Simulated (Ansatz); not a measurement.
Isolated molecules relaxed with PBE0-D4/def2-TZVP in Ansatz; ΔE leaves out vibrations. CBS: MP2 limit from def2 TZ/QZ plus the TZ coupled-cluster correction, frozen cores. Functionals use def2-TZVPP. B3LYP here is the variant with VWN-RPA as its local correlation; programs differ in this. For Se outer-core shells are correlated without core-valence functions, which leaves a few kJ/mol of doubt a bond. Scalar relativity is left out up to krypton. One conformer a species, not always the lowest.

Consider the substitution at a C–C bond: `CCBN[SiH3]` + `[F][AlH][SeH]` → `C[Se][AlH][F]` + `CBN[SiH3]`.

```tsv
species	B3LYP energy (Eh)
`CCBN[SiH3]`	-451.49506
`[F][AlH][SeH]`	-2745.25888
`C[Se][AlH][F]`	-2784.58399
`CBN[SiH3]`	-412.16870
```

(1) Work out ΔE.

Largest T1 diagnostic among the species: 0.012.

## Answers

(1) ΔE = (-2784.58399) + (-412.16870) − (-451.49506) − (-2745.25888) = 0.00125 Eh = +3.3 kJ/mol. CCSD(T)/CBS gives +3.1 kJ/mol.

In def2-TZVPP, CCSD(T) changes the Hartree–Fock value by −5.8 kJ/mol (the triples alone add −1.9 kJ/mol) and MP2 by −8.9 kJ/mol. The D4 term adds −3.3 kJ/mol with B3LYP and −1.5 kJ/mol with PBE0; it sums over pairs of atoms, weighted by their polarisabilities, and B3LYP, whose exchange is more repulsive, gets the larger term.
